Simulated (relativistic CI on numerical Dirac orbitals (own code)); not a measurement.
## What each ingredient does to the levels of Cd²⁶⁺

Base calculation: Dirac-Coulomb-Breit CI, separate exchange-only KLI orbitals for each configuration, model QED (radiative potential, 1s self-energy scaled to tabulated hydrogen-like ionisation energies), unscaled Slater integrals.

Configuration list (outside the closed core [Ne]): 3s²3p⁶3d⁴, 3s²3p⁵3d⁵, 3s3p⁶3d⁵, 3s²3p⁶3d³4s, 3s²3p⁶3d³4p, 3s²3p⁶3d³4d, 3s²3p⁶3d³4f, 3s²3p⁵3d⁴4s, 3s²3p⁶3d²4s4p, 3s3p⁶3d⁴4s, 3s²3p⁶3d³5s, 3p⁶3d⁶, 3p⁵3d⁷, 3s²3p⁶3d²4s², 3s²3p⁶3d4s²4p, 3s²3p⁶3d4s²4d, 3s²3p⁶3d4s²4f, 3p⁶3d⁵4s, 3p⁵3d⁶4s. Double excitations out of closed p, d and f shells are left out; levels of such configurations are missing from the list, as are those of other unlisted configurations, and high levels can miss mixing partners.

Variants: (1) one mean potential for all configurations; (2) only the first configuration. Shifts of the energy above 3s²3p⁶3d⁴ ⁵D0, in cm⁻¹, for the lowest level and the first level of each name with at least 55 % of one term (blank where a level changes its place among those of its configuration and J or its character, or is not in the variant):

```csv
Level,Base,Δ(1),Δ(2)
3s²3p⁶3d⁴ ⁵D0,0,0,0
3s²3p⁶3d⁴ ⁵D1,31237,+51,-563
3s²3p⁶3d⁴ ⁵D2,55867,+78,-577
3s²3p⁶3d⁴ ⁵D3,73535,+87,-438
3s²3p⁶3d⁴ ⁵D4,82105,+72,-357
3s²3p⁶3d⁴ ³G3,150169,+59,+337
3s²3p⁶3d⁴ ³F2,155613,+51,+473
3s²3p⁶3d⁴ ³H5,156994,+81,-1590
3s²3p⁶3d⁴ ³P1,162347,+79,+809
3s²3p⁶3d⁴ ³H6,168659,+87,-2264
3s²3p⁶3d⁴ ³G4,186308,+86,+513
3s²3p⁶3d⁴ ³G5,232781,+133,-137
3s²3p⁶3d⁴ ¹I6,242372,+127,-2315
3s²3p⁶3d⁴ ³D1,245034,+108,+3613
3s²3p⁶3d⁴ ¹S0,274276,+121,+6405
3s²3p⁶3d⁴ ¹F3,294359,+97,+2608
3s²3p⁶3d⁴ ¹G4,373701,+92,
3s²3p⁶3d⁴ ¹D2,455214,+66,+4690
3s²3p⁵3d⁵ ⁷P°4,1275047,-151,
3s²3p⁵3d⁵ ⁷P°3,1334058,-148,
3s²3p⁵3d⁵ ⁵P°1,1406152,-112,
3s²3p⁵3d⁵ ⁵G°6,1410592,-95,
```

At this charge energies of transitions that change n are usually good to better than 1 %, and those within a shell (Δn = 0) to a few per cent. Terms inside the open d or f shell come out 10 to 20 % too wide with unscaled integrals.

Ionisation energy from the two ground configurations alone: base 1400.32 eV. The NIST ASD value (theoretical) is 1401 eV.

LS names give the leading component of a level, which can be under half, so a name can repeat, a term be missing and a line seem to break the LS rules.
